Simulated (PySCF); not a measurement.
Relaxation of sextet [RuH4]-

Method: UPBE0 in PySCF with Ru def2-TZVPD with ECP28, H def2-TZVPD; scalar-relativistic core potentials, no spin–orbit coupling; density-fitted integrals. A (50,194) grid was used.

A start displaced from a saddle point along its imaginary mode, of Cs symmetry, held to at least that symmetry:

Coordinates in bohr (charge -1 multiplicity 6):
```
Ru   -0.0030    0.0000   -0.0649
H     0.2268    2.9172    1.0554
H     0.2268   -2.9172    1.0554
H     2.2157    0.0000    2.2632
H    -2.3662    0.0000    2.1920
```

Optimiser trace:
```csv
step,E − E(last) (kJ/mol),largest gradient (Eh/bohr)
0,77.26,0.00182
1,77.02,0.00102
2,70.23,0.00944
3,69.29,0.01417
4,64.12,0.00859
5,63.71,0.01023
6,62.70,0.01196
7,61.31,0.01489
8,59.60,0.01847
9,57.38,0.02135
10,53.21,0.02302
11,44.62,0.02207
12,31.24,0.01901
13,17.13,0.01172
14,9.23,0.00851
15,4.97,0.00676
16,2.99,0.00673
17,1.11,0.00720
18,0.14,0.00289
19,0.05,0.00067
20,0.02,0.00043
21,0.00,0.00025
22,0.00,0.00010
```

It ends at Td with Ru–H 1.734 Å (×4); H–Ru–H 109.5° (×6) (after a last refinement on a finer grid). A frequency run shows a minimum.

Other spin states or occupations of the open shell can lie lower. At this level a doublet minimum of C2v symmetry lies 134 kJ/mol below this structure.
